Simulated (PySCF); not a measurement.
Caution: the restricted solution is unstable towards spin-unrestricted or complex orbitals, so a lower solution exists and this singlet may not be the ground state.

Delta-SCF ions had no search for a lower state. 

Z-matrix (Å, degrees):
```
Si
Si 1 2.2771
Si 1 2.2826 2 115.06
Si 3 2.2580 1 114.73 2 179.48
H 4 1.5079 3 116.09 1 177.59
Si 4 2.2436 5 116.27 3 -142.81
H 6 1.5076 4 116.96 5 -34.22
Si 6 2.2436 7 116.96 4 145.36
H 8 1.5079 6 116.27 7 34.23
Si 8 2.2580 9 116.09 6 -142.82
Si 3 2.2797 4 116.41 5 39.20
H 11 1.5084 3 114.98 4 -38.52
Si 11 2.2228 12 117.28 3 142.16
H 13 1.5084 11 117.25 12 36.43
Si 10 2.2797 8 116.40 9 -39.23
H 15 1.5084 10 114.99 8 38.53
Si 15 2.2228 16 117.28 10 -142.18
H 17 1.5084 15 117.26 16 -36.42
Si 13 2.2797 14 114.98 11 -142.06
Si 19 2.2580 13 116.44 14 -38.53
H 20 1.5079 19 116.10 13 39.17
Si 20 2.2436 21 116.25 19 -142.78
H 22 1.5075 20 116.96 21 -34.18
Si 22 2.2435 23 116.97 20 145.43
H 24 1.5079 22 116.26 23 34.20
Si 24 2.2580 25 116.10 22 -142.78
```
Charge 0, spin multiplicity 1.

**Question.** What is the computed HOMO, total energy, LUMO, HOMO–LUMO gap, vertical electron affinity (Delta-SCF), dipole moment and vertical ionisation energy (Delta-SCF) (PBE0-D3(BJ)/def2-SVP // PBE-D3(BJ)/def2-SVP run with PySCF)?

**Answer.** 
```json
{
 "HOMO": "-5.41 eV",
 "total_energy": "-4634.5098 Ha",
 "LUMO": "-3.45 eV",
 "HOMO–LUMO gap": "1.96 eV",
 "vertical electron affinity (Delta-SCF)": "2.50 eV",
 "dipole_moment": "0.02 D",
 "vertical ionisation energy (Delta-SCF)": "6.36 eV"
}
```
